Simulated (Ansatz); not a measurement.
`OBC(F)S`. Charge 0, multiplicity 1.

Cartesian coordinates in Å:
```
O -1.582 1.170 0.591
B -0.973 -0.023 0.567
C 0.513 -0.116 0.013
F 0.985 1.173 -0.275
S 0.555 -1.173 -1.431
H -1.011 1.867 0.241
H -1.553 -0.984 0.974
H 1.184 -0.531 0.771
H 1.882 -1.382 -1.450
```

**Question.** What are the harmonic wavenumbers in cm⁻¹ at PBE0-D4/def2-TZVP (Ansatz, finite differences of forces, unscaled)? (An estimate is asked.)

**Answer.** Ansatz gave: 84, 218, 246, 296, 383, 570, 671, 764, 825, 889, 964, 1019, 1025, 1169, 1228, 1305, 1429, 2656, 2700, 3079, 3796.

**Question.** Is this a minimum?

**Answer.** Yes, all 21 modes are real.

**Question.** Give the ideal-gas thermochemistry at 298.15 K and 1 bar (rigid rotor, harmonic oscillator; point group C1, symmetry number 1).

**Answer.** Zero-point energy 151.4 kJ/mol; H(298) − E = 169.8 kJ/mol; entropy 326.1 J/(mol·K), of which translation 165.5, rotation 111.1, vibration 49.5; G(298) − E = 72.6 kJ/mol. Modes under 100 cm⁻¹ are hindered rotations or soft bends, so the harmonic entropy is rough.
